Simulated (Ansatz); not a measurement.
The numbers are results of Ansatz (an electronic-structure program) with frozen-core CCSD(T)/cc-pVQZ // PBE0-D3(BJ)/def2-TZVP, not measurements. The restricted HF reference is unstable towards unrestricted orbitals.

Ansatz 0.2 input:
```yaml
crystal:
  periodic: [false, false, false]
  atoms:
    - { symbol: B, position_ang: [1.48817, 0.683236, 0.29338] }
    - { symbol: B, position_ang: [1.464191, -0.724234, -0.314932] }
    - { symbol: Si, position_ang: [-0.374443, 0.0052, 0.002734] }
    - { symbol: H, position_ang: [-1.270469, 1.103081, 0.478418] }
    - { symbol: H, position_ang: [-1.30745, -1.067283, -0.459602] }
basis:
  gaussian: { orbitals: cc-pVQZ }
correlation:
  method: ccsd_t
```

Output:

```
Functional definition: HF
1373 factors; integrals over basis functions are off by at most 5.8e-4 eV
mean field evaluation 1: about -9229.7807 eV, gradient 1.3e1 eV
mean field evaluation 2: about -9229.7836 eV, gradient 1.3e1 eV
mean field evaluation 4: about -9230.6682 eV, gradient 1.6e0 eV
mean field evaluation 8: about -9230.7010 eV, gradient 1.5e-1 eV
mean field evaluation 16: about -9230.5446 eV, gradient 3.9e0 eV
mean field evaluation 32: about -9227.7575 eV, gradient 1.7e0 eV
mean field evaluation 64: about -9227.7825 eV, gradient 4.7e-1 eV
mean field -9230.70188761 eV, -339.2220375752 hartree, gradient 2.6e-6 eV, S^2 0.000000; 2 other end points of the search recorded, 0 dependent functions left out; unrestricted orbitals would lower it
determinant -9230.70188761 eV, -339.2220375752 hartree, with singles and doubles -9241.25427367 eV, -339.6098306101 hartree
determinant -9227.78532746 eV, -339.1148559664 hartree, with singles and doubles -9237.18694418 eV, -339.4603590086 hartree
unrestricted determinant -9231.94814924 eV, -339.2678368453 hartree, S^2 1.0828
7 core orbitals not correlated
reference -9230.70188761 eV, -339.2220375752 hartree; 6, 6 occupied and 216, 216 virtual orbitals, 1373 factors
second order -9.80488206 eV of doubles, -0.00000000 eV of singles
cycle   1  -10.12748905 eV  change   -6.0e-1 eV  update   3.2e-2
cycle   2  -10.20261378 eV  change   -7.5e-2 eV  update   8.2e-3
cycle   3  -10.19036796 eV  change    1.2e-2 eV  update   3.1e-3
cycle   4  -10.19064710 eV  change   -2.8e-4 eV  update   1.2e-3
cycle   5  -10.19079145 eV  change   -1.4e-4 eV  update   4.9e-4
cycle   6  -10.19070849 eV  change    8.3e-5 eV  update   2.5e-4
cycle   7  -10.19086342 eV  change   -1.5e-4 eV  update   1.0e-4
cycle   8  -10.19098031 eV  change   -1.2e-4 eV  update   4.6e-5
cycle   9  -10.19100687 eV  change   -2.7e-5 eV  update   2.3e-5
cycle  10  -10.19101528 eV  change   -8.4e-6 eV  update   1.3e-5
perturbative correction -0.91388463 eV, -0.0335846406 hartree
Total energy: -9241.80678752 eV, -339.6301351197 hartree
```

Cost: about 90 core-seconds (a rough figure).
